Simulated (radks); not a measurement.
Q: Species: I III. Configuration: [Kr] 4d10 5s2 5p3 (the NIST ground configuration). Method: non-relativistic Kohn-Sham, PBE, spin-unpolarised, spherical densities, point nucleus; relativity is left out, which matters for an element this heavy; computed with a radial shooting solver on a logarithmic mesh with Libxc functionals. Some entries of the table are withheld. Estimate them.

orbital,occ.,eigenvalue (eV),<r^2> (bohr^2)
1s,2,-31667.92,0.001100
2s,2,-4788.398,0.01790
2p,6,-4501.010,(1)
3s,2,-980.5490,0.1226
3p,6,-859.7223,0.1173
3d,10,-635.1904,(2)
4s,2,-187.1518,0.6687
4p,6,-144.8866,0.7364
4d,10,-72.8332,(3)
5s,2,-34.2919,4.253
5p,3,-24.4048,5.606

A: 
(1) 2p <r^2> (bohr^2): 0.01344
(2) 3d <r^2> (bohr^2): 0.09860
(3) 4d <r^2> (bohr^2): 0.9712
